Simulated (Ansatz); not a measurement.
Cost and result for the atomization energy of C3H4BCl, SMILES `ClC1=CCB1` (9 atoms, 9 bonds).

```xyz
9

Cl    0.282   -1.043   -2.617
C    -0.023   -0.299   -1.128
C    -0.071   -0.829    0.124
C    -0.456    0.359    0.957
B     0.306    0.925   -0.321
H     0.294   -1.796    0.469
H     0.005    0.443    1.941
H    -1.529    0.527    1.004
H     1.192    1.713   -0.429
```

The species carries charge 0 and has multiplicity 1. All single points use the PBE0-D4/def2-TZVP geometry. Program: Ansatz. All runs use 2 threads of an Arm Neoverse V1 on a shared host. Times are those of one run each, without the atoms' runs, and a repeat can differ threefold. Electronic energies, without spin–orbit coupling; frozen cores. CCSD(T)/CBS adds CCSD(T) − MP2 in def2-TZVPP to the MP2 limit, and its time is that of the two runs behind it. T1 = 0.011.

CCSD(T)/CBS is a level of theory with its own doubt, some kJ/mol a heavy atom from the limit and from the frozen cores, so smaller differences don't rank the functionals.

```csv
level,functions,wall time,atomization (kJ/mol),difference from CCSD(T)/CBS,per bond
BLYP-D4/def2-TZVPP,222,3.4 s,3652.4,10.3,1.1
revPBE-D4/def2-TZVPP,222,3.4 s,3700.8,58.7,6.5
PBE-D4/def2-TZVPP (with forces),222,4.2 s,3802.2,160.1,17.8
BHLYP-D4/def2-TZVPP,222,4.4 s,3547.5,-94.6,-10.5
PBE0-D4/def2-TZVPP,222,4.7 s,3732.8,90.7,10.1
CAM-B3LYP-D4/def2-TZVPP,222,4.8 s,3668.0,25.9,2.9
CCSD(T)/def2-SVP,94,4.9 s,3501.1,-141.0,-15.7
B2PLYP/def2-TZVPP,222,8 s,3627.9,-14.2,-1.6
ωB97X-V/def2-TZVPP,222,12 s,3669.6,27.5,3.1
ωB97M-V/def2-TZVPP (with forces),222,17 s,3684.4,42.3,4.7
MP2/def2-QZVPP,418,34 s,3713.9,71.8,8.0
CCSD(T)/def2-TZVPP,222,2.1 min,3554.2,-87.9,-9.8
CCSD(T)/CBS(def2),–,2.6 min,3642.1,0.0,0.0
```

The D4 term adds +30.1 kJ/mol with B3LYP and +15.6 kJ/mol with PBE0; it sums over pairs of atoms, weighted by their polarisabilities, and B3LYP, whose exchange is more repulsive, gets the larger term. From BLYP to BHLYP (50 % exact exchange), in def2-TZVPP and without D4, the atomization energy moves by −85.2 kJ/mol: exact exchange takes away binding that semilocal exchange gives to molecules. At CCSD(T), def2-SVP lies −141.1 kJ/mol from the extrapolated value and def2-TZVPP −87.9 kJ/mol: correlation converges slowly with the basis, and small sets miss more of it in the bonded molecule than in its fragments.

B3LYP here is the variant with VWN-RPA as its local correlation; programs differ in this.
